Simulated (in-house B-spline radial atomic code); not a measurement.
The outermost shell (largest non-relativistic mean radius) with and without relativity; Dirac values are averaged over j. Computed with an all-electron radial atomic-structure program (B-spline basis): non-relativistic Hartree-Fock and Dirac-Hartree-Fock, averages of the configuration (point nuclei without relativity, finite nuclei with it).

```tsv
ion	configuration	outermost shell	radius non-relativistic (bohr)	radius Dirac (bohr)	radius change (%)	level non-relativistic (eV)	level Dirac (eV)	spin-orbit splitting (eV)
Be2+	1s2	1s	0.41414	0.41404	-0.024894	-154.210	-154.24	-
B2+	[He] 2s1	2s	1.6361	1.6355	-0.034028	-37.820	-37.831	-
Ca2+	[Ne] 3s2 3p6	3p	1.2643	1.2629	-0.11429	-51.071	-51.076	0.42198
Nd2+	[Xe] 4f4	5p	1.7673	1.7287	-2.182	-39.541	-40.466	3.265
Pm2+	[Xe] 4f5	5p	1.7357	1.6947	-2.3615	-40.288	-41.338	3.5231
```
